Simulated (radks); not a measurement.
Problem. Rb2+, configuration [Ar] 3d10 4s2 4p4 7d1 (not the ground configuration). Calculated with a radial shooting solver on a logarithmic mesh with Libxc functionals: scalar-relativistic Kohn-Sham, PBEsol, spin-polarised, spherical densities, finite nucleus; open shells are filled with parallel spins first (spin-orbit coupling, left out, can overturn this in heavy ions); Fermi nuclear charge, rms radius 4.2036 fm. Some entries of the table are withheld. Estimate them.

| orbital | occ. | eigenvalue (hartree) | <r> (bohr) |
|---|---|---|---|
| 1s up | 1 | -553.3243 | 0.04031 |
| 1s down | 1 | -553.3164 | 0.04031 |
| 2s up | 1 | -74.98013 | 0.1779 |
| 2s down | 1 | -74.97514 | 0.1779 |
| 2p up | 3 | -66.62907 | 0.1551 |
| 2p down | 3 | -66.62135 | 0.1551 |
| 3s up | 1 | -12.15107 | 0.5108 |
| 3s down | 1 | -12.14129 | 0.5106 |
| 3p up | 3 | -9.47236 | 0.5188 |
| 3p down | 3 | -9.46125 | 0.5184 |
| 3d up | 5 | -5.03723 | (1) |
| 3d down | 5 | -5.02394 | (2) |
| 4s up | 1 | (3) | 1.391 |
| 4s down | 1 | (4) | 1.391 |
| 4p up | 3 | -1.66427 | 1.568 |
| 4p down | 1 | -1.58147 | 1.578 |
| 7d up | 1 | (5) | 14.51 |

Solution. 
(1) 3d up <r> (bohr): 0.5246
(2) 3d down <r> (bohr): 0.5233
(3) 4s up eigenvalue (hartree): -2.29958
(4) 4s down eigenvalue (hartree): -2.21616
(5) 7d up eigenvalue (hartree): -0.13071
